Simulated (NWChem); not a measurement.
Everything below was run with NWChem. System: H$_{3}$As, charge 0, spin multiplicity 1, at a geometry optimised with PBE/def2-SVP. Level: MP2/def2-SVP, 9 core orbitals frozen, spin-restricted.

Part of the output:

```
             Northwest Computational Chemistry Package (NWChem) 7.3.0
             --------------------------------------------------------

                                NWChem Input Module
                                -------------------

 Scaling coordinates for geometry "geometry" by  1.889725989
 (inverse scale =  0.529177249)

                             Geometry "geometry" -> ""
                             -------------------------

 Output coordinates in angstroms (scale by  1.889725989 to convert to a.u.)

  No.       Tag          Charge          X              Y              Z
 ---- ---------------- ---------- -------------- -------------- --------------
    1 As                  33.0000     0.00104500     0.07264600     0.00000000
    2 H                    1.0000    -0.64650300    -0.78998500     1.09999200
    3 H                    1.0000    -0.64650300    -0.78998500    -1.09999200
    4 H                    1.0000     1.25853500    -0.81736300     0.00000000

 Effective nuclear repulsion energy (a.u.)      34.7270960478

            Nuclear Dipole moment (a.u.)
            ----------------------------
        X                 Y               Z
 ---------------- ---------------- ----------------
     0.0000264562    -0.0000283459     0.0000000000


 Summary of "ao basis" -> "" (spherical)
 ------------------------------------------------------------------------------
       Tag                 Description            Shells   Functions and Types
 ---------------- ------------------------------  ------  ---------------------
 *                          def2-svp                  on all atoms

 Summary of "ao basis" -> "ao basis" (spherical)
 ------------------------------------------------------------------------------
       Tag                 Description            Shells   Functions and Types
 ---------------- ------------------------------  ------  ---------------------
 As                         def2-svp                12       32   5s4p3d
 H                          def2-svp                 3        5   2s1p

                                 NWChem SCF Module
                                 -----------------

  ao basis        = "ao basis"
  functions       =    47
  atoms           =     4
  closed shells   =    18
  open shells     =     0
  charge          =   0.00
  wavefunction    = RHF
  use symmetry    = F
  symmetry adapt  = F

 Summary of "ao basis" -> "ao basis" (spherical)
[...]
  --------------------------------------

    Atom       Charge   Shell Charges
 -----------   ------   -------------------------------------------------------
    1 As  33    32.85   2.00  2.00  2.00  1.26  0.47  6.00  5.98  1.50  1.54  8.18  1.77  0.16
    2 H    1     1.05   0.70  0.33  0.02
    3 H    1     1.05   0.70  0.33  0.02
    4 H    1     1.05   0.70  0.33  0.02

       Multipole analysis of the density wrt the origin
       ------------------------------------------------

     L   x y z        total         open         nuclear
     -   - - -        -----         ----         -------
     0   0 0 0     -0.000000      0.000000     36.000000

     1   1 0 0     -0.001954      0.000000      0.000026
     1   0 1 0     -0.136504      0.000000     -0.000028
     1   0 0 1     -0.000000      0.000000      0.000000

     2   2 0 0    -14.866319      0.000000      8.641542
     2   1 1 0     -0.021572      0.000000     -0.016853
     2   1 0 1      0.000000      0.000000      0.000000
     2   0 2 0    -16.366622      0.000000      7.464919
     2   0 1 1      0.000000      0.000000      0.000000
     2   0 0 2    -14.866019      0.000000      8.641850

                   NWChem MP2 Semi-direct Energy/Gradient Module
                   ---------------------------------------------

  Basis functions       =     47
  Molecular orbitals    =     47
  Frozen core           =      9
  Frozen virtuals       =      0
  Active alpha occupied =      9
  Active beta occupied  =      9
  Active alpha virtual  =     29
  Active beta virtual   =     29
  Use MO symmetry       = F
  Use skeleton AO sym   = F

  AO/Fock/Back tols     =   1.0D-09  1.0D-09  1.0D-09

 GA uses MA = F    GA memory limited = T

 Available:
  local mem=  1.26D+08
 global mem=  1.44D+08
 local disk=  0.00D+00
  mp2_memr nvloc                    29
  nvloc new                    29
   1 passes of   9:        2097152                      11161                   1004829.
   1 passes of   9: M    126153793           G      144174782           F     124056641.

 Semi-direct pass number   1 of   1  for RHF alpha+beta  at        0.4s
  vrange nnbf                  1128
  mp2_eaftype                    10  avail_ma_in_mb                  1099
 EAF : mp2_eaftype filesize          10     502415.
  mp2_eaf for mointskh                     10
Node 0 wrote      2.4 Mb in      0.0 s     Agg I/O rate:  2560.1 Mb/s
 Done moints_semi at        0.9s
  mp2_eaftype                    10  avail_ma_in_mb                  1089
 EAF : mp2_eaftype filesize          10     502415.
  mp2_eaf for kh                    10
 Done maket at        0.9s
 Done multipass loop at        0.9s

          -------------------------------------------
          SCF energy               -2235.649816781057
          Correlation energy          -0.250492846064
          Singlet pairs               -0.150410084394
          Triplet pairs               -0.100082761670
          Total MP2 energy         -2235.900309627121
          -------------------------------------------

          ---------------------------------------------------
                    Spin Component Scaled (SCS) MP2
          Same spin pairs                     -0.066721841113
          Same spin scaling factor             0.333333333333
          Opposite spin pairs                 -0.183771004951
          Opposite spin scaling fact.          1.200000000000
          SCS-MP2 correlation energy          -0.242765819646
          Total SCS-MP2 energy             -2235.892582600703
          ---------------------------------------------------

 -----------------------
 Performance information
 -----------------------

 Timer overhead =  1.89D-07 seconds/call

               Nr. of calls         CPU time (s)                 Wall time (s)                GFlops
             ---------------    -------------------     ------------------------------   -------------------
Name         Min   Avg   Max    Min     Avg     Max     Min     Avg     Max   Mx/calls   Min     Max     Sum
mp2: moin     1     1     1   0.58    0.58    0.58     0.58    0.58    0.58    0.58      0.0     0.0     0.0
mp2: make     1     1     1   1.40E-2 1.40E-2 1.40E-2  1.40E-2 1.40E-2 1.40E-2 1.40E-2   0.0     0.0     0.0
mp2: tota     1     1     1   0.61    0.61    0.61     0.61    0.61    0.61    0.61      0.0     0.0     0.0

 The average no. of pstat calls per process was 3.00D+00
 with a timing overhead of 5.68D-07s

 Task  times  cpu:        0.9s     wall:        0.9s

 Total times  cpu:        1.0s     wall:        1.0s
```

Task: Write an NWChem input that would produce this output.

Result: One answer among several that fit: 
```
start mol
memory heap 200 mb stack 900 mb global 1100 mb
geometry units angstroms nocenter noautoz noautosym
  As     0.001045     0.072646     0.000000
  H     -0.646503    -0.789985     1.099992
  H     -0.646503    -0.789985    -1.099992
  H      1.258535    -0.817363     0.000000
end
basis spherical
  * library def2-svp
end
scf
  rhf
  nopen 0
  maxiter 100
  thresh 1e-7
  semidirect memsize 60000000 filesize 0
end
mp2
  freeze core 9
end
task mp2 energy
```
